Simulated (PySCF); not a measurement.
Geometry:
```json
{"atom": "C1", "x (Å)": "2.253", "y (Å)": "-0.818", "z (Å)": "0.130"}
{"atom": "O2", "x (Å)": "1.081", "y (Å)": "-0.670", "z (Å)": "-0.630"}
{"atom": "C3", "x (Å)": "0.313", "y (Å)": "0.487", "z (Å)": "-0.381"}
{"atom": "C4", "x (Å)": "1.073", "y (Å)": "1.709", "z (Å)": "-0.641"}
{"atom": "N5", "x (Å)": "1.684", "y (Å)": "2.668", "z (Å)": "-0.864"}
{"atom": "C6", "x (Å)": "-0.336", "y (Å)": "0.492", "z (Å)": "1.017"}
{"atom": "C7", "x (Å)": "-1.399", "y (Å)": "-0.602", "z (Å)": "1.042"}
{"atom": "N8", "x (Å)": "-2.137", "y (Å)": "-0.491", "z (Å)": "-0.202"}
{"atom": "Si9", "x (Å)": "-1.254", "y (Å)": "0.255", "z (Å)": "-1.490"}
{"atom": "H10", "x (Å)": "2.914", "y (Å)": "0.063", "z (Å)": "0.034"}
{"atom": "H11", "x (Å)": "2.778", "y (Å)": "-1.697", "z (Å)": "-0.266"}
{"atom": "H12", "x (Å)": "2.045", "y (Å)": "-0.990", "z (Å)": "1.201"}
{"atom": "H13", "x (Å)": "-0.809", "y (Å)": "1.475", "z (Å)": "1.175"}
{"atom": "H14", "x (Å)": "0.413", "y (Å)": "0.361", "z (Å)": "1.813"}
{"atom": "H15", "x (Å)": "-0.911", "y (Å)": "-1.590", "z (Å)": "1.156"}
{"atom": "H16", "x (Å)": "-2.057", "y (Å)": "-0.460", "z (Å)": "1.917"}
{"atom": "H17", "x (Å)": "-2.920", "y (Å)": "-1.120", "z (Å)": "-0.320"}
{"atom": "H18", "x (Å)": "-1.809", "y (Å)": "1.559", "z (Å)": "-1.965"}
{"atom": "H19", "x (Å)": "-0.968", "y (Å)": "-0.601", "z (Å)": "-2.678"}
```

Geometry: PBE0-D3(BJ)/def2-SVP; GIAO shifts from PySCF 2.14, gas phase, non-relativistic, averaged over equivalent atoms.

At PBE0/pcSseg-1 (210 basis functions, 110 s wall time on 1 thread of an Intel Xeon, shared host):
```csv
atoms,δ (ppm)
C4,123.8
C3,67.1
C1,51.5
C7,44.9
C6,34.2
O2,16.2
N5,316.8
N8,19.7
Si9,-7.9
H18,5.03
H19,4.97
H10/H11/H12,3.35
H15,3.18
H16,3.09
H14,2.58
H13,1.51
H17,-0.08
```

Chemical shifts δ = σref − σ; 13C (184.41 ppm), 29Si (351.99 ppm), 1H (31.27 ppm) against TMS; 17O (334.56 ppm) vs H2O; 15N (265.67 ppm) vs NH3, all at this level.

Q: Predict the values at CAM-B3LYP/pcSseg-1 on the same geometry.

A: 
| atoms | δ at CAM-B3LYP/pcSseg-1 | change |
| --- | --- | --- |
| C4 | 125.2 | +1.4 |
| C3 | 66.8 | -0.3 |
| C1 | 51.8 | +0.3 |
| C7 | 44.4 | -0.5 |
| C6 | 34.5 | +0.3 |
| O2 | 15.1 | -1.1 |
| N5 | 321.5 | +4.7 |
| N8 | 20.7 | +1.0 |
| Si9 | -8.8 | -0.9 |
| H18 | 4.88 | -0.15 |
| H19 | 4.83 | -0.14 |
| H10/H11/H12 | 3.38 | +0.03 |
| H15 | 3.12 | -0.06 |
| H16 | 3.04 | -0.05 |
| H14 | 2.51 | -0.07 |
| H13 | 1.46 | -0.05 |
| H17 | -0.12 | -0.04 |

δ = σ(ref) − σ, references computed at the same level: TMS for 13C (182.45 ppm) and 29Si (343.41 ppm) and 1H (31.33 ppm); 17O (338.55 ppm) against H2O; 15N (267.29 ppm) against NH3.

The largest change is at N5 (nitrile nitrogen). Cost: 210 basis functions, 2.2 min wall time on 1 thread of an Intel Xeon, shared host. The order of the carbon signals is the same at both levels.

Experimental scales use liquid or dissolved standards, which lie at an offset from isolated NH3 (liquid NH3: subtract about 20 ppm) and H2O (liquid H2O: subtract about 36 ppm). Unscaled 15N shifts of sp2 nitrogen come out 20 to 40 ppm too high even then.
